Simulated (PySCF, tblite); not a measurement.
Isomers of C4H7ClO2, one GFN2-xTB conformer each. Single-point energies are computed at PBE0/pcSseg-1 (PySCF, gas phase, no added dispersion term), electronic only.

```json
{"SMILES": "CO[C@H](C)C(=O)Cl", "GFN2-xTB relative energy (kcal/mol)": "0.2"}
{"SMILES": "COCCC(=O)Cl", "GFN2-xTB relative energy (kcal/mol)": "0.0"}
```

Conformers: `[CH3:1][O:2][C@H:3]([CH3:4])[C:5](=[O:6])[Cl:7]` with C1–O2–C3–C4 -170°, O2–C3–C5–O6 11°; `[CH3:1][O:2][CH2:3][CH2:4][C:5](=[O:6])[Cl:7]` with C1–O2–C3–C4 180°, O2–C3–C4–C5 180°, C3–C4–C5–O6 0°.

What does PBE0/pcSseg-1 give for the same structures?

```
           SMILES  PBE0/pcSseg-1 E (Eh)  PBE0/pcSseg-1 (kcal/mol)  GFN2-xTB (kcal/mol)  point group
CO[C@H](C)C(=O)Cl            -766.72708                       0.0                  0.2           C1
      COCCC(=O)Cl            -766.72655                       0.3                  0.0           Cs
```

GFN2-xTB puts COCCC(=O)Cl lowest instead. Neighbours under 2.5 kcal/mol apart (CO[C@H](C)C(=O)Cl and COCCC(=O)Cl) can change places with a better method, another conformer or zero-point energy.

Which frontier levels, dipoles and rotational constants go with these structures?

| SMILES | HOMO (eV, PBE0/pcSseg-1) | LUMO (eV) | dipole (D) | A, B, C (MHz) |
| --- | --- | --- | --- | --- |
| CO[C@H](C)C(=O)Cl | -7.96 | -1.16 | 2.51 | 3384, 1487, 1221 |
| COCCC(=O)Cl | -7.79 | -1.06 | 2.63 | 6964, 817.1, 741.5 |

What happens when harmonic zero-point energies from GFN2-xTB frequencies are added?

```tsv
SMILES	ZPE (kcal/mol)	electronic (kcal/mol)	with ZPE (kcal/mol)
CO[C@H](C)C(=O)Cl	66.1	0.0	0.0
COCCC(=O)Cl	66.1	0.3	0.3
```

The zero-point energies span 0.0 kcal/mol. The order is unchanged.

As an exercise, what shares would exp(−E/RT) give at 1000 K from these electronic energies alone (no entropy, no degeneracies)?

RT = 1.987 kcal/mol: CO[C@H](C)C(=O)Cl 54.2 %, COCCC(=O)Cl 45.8 %.
